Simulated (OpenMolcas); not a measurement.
Ni4+ among 6 point charges of -2 e arranged as a trigonal prism (D3h), 1.73 Å from the ion, with a polar angle of 42.2° against the regular 49.1°.
```
   1.1627    0.0000    1.2811  -2.00
  -0.5813    1.0069    1.2811  -2.00
  -0.5813   -1.0069    1.2811  -2.00
   1.1627    0.0000   -1.2811  -2.00
  -0.5813    1.0069   -1.2811  -2.00
  -0.5813   -1.0069   -1.2811  -2.00
```

```yaml
Program: OpenMolcas
Method: CASSCF
Basis: ANO-RCC-VDZP [5s4p2d1f]
Scalar_Hamiltonian: DKH2, point nucleus
Active_space: 6 electrons in 5 orbitals (3d)
State_averaging: 2S+1 = 5 even, 5 roots; 2S+1 = 3 even, 45 roots; 2S+1 = 1 even, 50 roots
Spin-orbit_coupling: RASSI with atomic mean-field integrals over the reference wave functions
```

Problem. What is the spin-free ground state (labels of D3, the rotations of D3h)?

Solution. 5E, 2-fold in its orbital part, 100 % from free-ion D terms; it has the highest spin that d6 allows.

Problem. Where is the first state of the same spin?

Solution. 5A1 at 11200 cm-1 above the ground state.

Problem. What are the lowest two levels with spin-orbit coupling?

Solution. A 2-fold level E with g = 0.00, 0.00, 12.00, then a 2-fold level 421.8 cm-1 above it. Their leading multiplicities are 5 (100 %) and 5 (100 %).

Problem. What is χT at 300 K, and how does it compare with the textbook value?

Solution. The lowest level has 2S+1 = 5, for which the spin-only value is χT = S(S+1) / 2 = 3.000 cm3 K/mol (g = 2). The computed 5.103 at 300 K differs by +2.103, through orbital momentum, spin-orbit coupling and any other state in reach.

An orbital doublet at a regular site is open to a Jahn-Teller distortion, which this geometry leaves out. Without dynamic correlation the repulsion within the d shell is too large (B by tens of per cent), so at a given field states of lower spin stand too high. Point charges give a weaker field than real ligands, and real ions of this kind are often low spin; the high spin found here belongs to the model. Point charges carry no covalency, so the field is a model and not that of real ligands. No measured value stands beside these numbers.

With an even number of electrons the g values are those of a degenerate or nearly degenerate non-Kramers pair.
